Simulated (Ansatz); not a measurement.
def2 core potentials replace the inner electrons of Te.

B3LYP has the VWN-RPA correlation part, as in Gaussian. 

Z-matrix (Å, degrees):
```
C
H 1 1.1016
H 1 1.1049 2 107.25
C 1 1.5040 2 109.94 3 119.54
C 4 1.3356 1 124.85 2 6.48
H 5 1.0935 4 121.70 1 179.28
H 5 1.0952 6 117.02 4 -179.72
H 4 1.0980 5 119.13 6 0.64
C 1 1.5298 2 108.71 3 -117.78
H 9 1.0988 1 111.16 2 -65.34
H 9 1.1027 10 108.27 1 124.02
Te 9 2.1862 10 107.43 11 113.07
O 12 2.0259 9 94.27 10 75.88
H 13 0.9688 12 105.91 9 94.28
```
Charge 0, multiplicity 1.

Problem. What vertical ionisation energy (Delta-SCF), dipole moment, HOMO, total energy and HOMO–LUMO gap does B3LYP-D3(BJ)/def2-TZVP // B3LYP-D3(BJ)/def2-SVP run with Ansatz (a first-principles code) give?

Solution. 
vertical ionisation energy (Delta-SCF): 8.13 eV
dipole moment: 0.421 e·Å
HOMO: -5.86 eV
total energy: -500.6624 Ha
HOMO–LUMO gap: 3.94 eV
